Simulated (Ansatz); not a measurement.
Computed with Ansatz on PBE0-D4/def2-TZVP structures; ΔE is electronic, products minus reactants. CBS: MP2 limit from def2 TZ/QZ plus the TZ coupled-cluster correction, frozen cores. This one scheme is used for every species. DFT in def2-TZVPP. B3LYP here is the variant with VWN-RPA as its local correlation; programs differ in this. HSE06 is defined as in plane-wave codes. Each species was taken in one conformer, which may not be the lowest.

`[CH3][AlH][CH](F)F` + `[NH2][AlH2]` → `[CH3][AlH][NH][AlH2]` + `FCF`  (ligand exchange at the Al–C bond)

`[CH3][AlH][CH](F)F`:

Z-matrix (Å, degrees):
```
C
Al 1 1.941
H 1 1.095 2 110.8
H 1 1.095 2 110.9 3 -118.0
H 1 1.092 2 112.3 3 121.0
C 2 2.019 1 118.0 3 -120.5
H 2 1.588 1 123.9 3 59.4
F 6 1.382 2 108.8 1 58.1
F 6 1.381 2 109.0 1 -57.6
H 6 1.097 2 119.6 1 -179.8
```

`[NH2][AlH2]`:

Cartesian coordinates in Å:
```
N 0.289 -0.503 0.737
Al -0.256 0.445 -0.651
H 1.023 -0.228 1.370
H -0.089 -1.396 1.008
H 0.458 1.831 -0.926
H -1.426 -0.148 -1.538
```

`[CH3][AlH][NH][AlH2]`:

```xyz
11

C     0.344   -1.664    0.855
Al    0.920   -0.541   -0.627
N     0.132    1.041   -0.922
Al   -1.190    1.868   -0.060
H     0.002   -2.640    0.493
H     1.177   -1.865    1.537
H    -0.466   -1.218    1.435
H     2.088   -0.961   -1.621
H     0.502    1.549   -1.717
H    -1.828    1.145    1.197
H    -1.682    3.287   -0.570
```

`FCF`:

Z-matrix (Å, degrees):
```
C
F 1 1.351
F 1 1.351 2 108.6
H 1 1.093 2 108.8 3 118.2
H 1 1.094 2 108.8 3 -118.2
```

```tsv
level	ΔE (kcal/mol)	difference from CCSD(T)/CBS
LDA (SPW92)	-30.0	2.2
revPBE-D4	-29.0	3.2
BLYP-D4	-29.3	2.9
B97M-V	-32.2	0.0
PBE0-D4	-31.1	1.1
B3LYP-D4	-30.9	1.3
r2SCAN0-D4	-32.9	-0.7
HSE06-D4	-31.2	1.0
BHLYP-D4	-33.2	-1.0
CAM-B3LYP-D4	-31.2	1.0
ωB97X-V	-30.8	1.4
ωB97M-V	-30.9	1.3
B2PLYP	-32.0	0.2
PBE-QIDH	-33.4	-1.2
PBE	-28.6	3.6
revPBE	-27.9	4.3
BLYP	-28.2	4.0
r2SCAN	-31.6	0.6
PBE0	-30.7	1.5
B3LYP	-30.1	2.1
r2SCANh	-32.1	0.1
r2SCAN0	-32.7	-0.5
HSE06	-30.7	1.5
BHLYP	-32.3	-0.1
LC-ωPBE	-30.2	2.0
RPA@PBE/def2-TZVPP	-32.6	-0.4
HF/def2-SVP	-35.1	-2.9
MP2/def2-SVP	-35.7	-3.5
CCSD/def2-SVP	-34.3	-2.1
CCSD(T)/def2-SVP	-34.4	-2.2
MP2/def2-TZVPP	-34.8	-2.6
SCS-MP2/def2-TZVPP	-34.2	-2.0
CCSD/def2-TZVPP	-33.4	-1.2
CCSD(T)/def2-TZVPP	-33.4	-1.2
HF/def2-QZVPP	-34.5	-2.3
MP2/def2-QZVPP	-34.1	-1.9
SCS-MP2/def2-QZVPP	-33.6	-1.4
HF/CBS(def2)	-34.5	-2.3
MP2/CBS(def2)	-33.6	-1.4
CCSD/CBS(def2)	-32.2	0.0
CCSD(T)/CBS	-32.2	0
```

Largest T1 diagnostic among the species: 0.012.

From BLYP to BHLYP (50 % exact exchange), in def2-TZVPP and without D4, ΔE moves by −4.1 kcal/mol. At CCSD(T), def2-SVP lies −2.2 kcal/mol from the extrapolated value and def2-TZVPP −1.2 kcal/mol.

CCSD(T)/CBS has its own doubt, a few kJ/mol and more with outer-core shells, so smaller differences from it don't rank the levels.
